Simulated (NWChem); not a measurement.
# ZnHSF; SMILES [F][Zn][SH]

```xyz
4

Zn    -0.2294     0.2595     0.0000
F     -0.2474     1.9764     0.0000
S     -0.2867    -1.8814     0.0000
H      1.0552    -2.0517     0.0000
```
Atoms are numbered in this order, from 1.

All runs: NWChem. All runs use the structure optimised with B3LYP/6-31G* (spherical d). GIAO values for the isolated, static molecule; σ is the absolute isotropic shielding, δ = σ(reference) − σ with the isolated reference molecule computed at the same levels (19F: trichlorofluoromethane, 1H: tetramethylsilane).

Problem. What does the run give for PBE/pcSseg-1? Quantities: σ Zn1 (ppm); δ F2 (ppm); σ S3 (ppm); δ H4 (ppm).

Solution. The σ Zn1 (ppm) comes out as 1612.0 and the δ F2 (ppm) comes out as -226.0. The σ S3 (ppm) is 806.1 and the δ H4 (ppm) is -0.18.
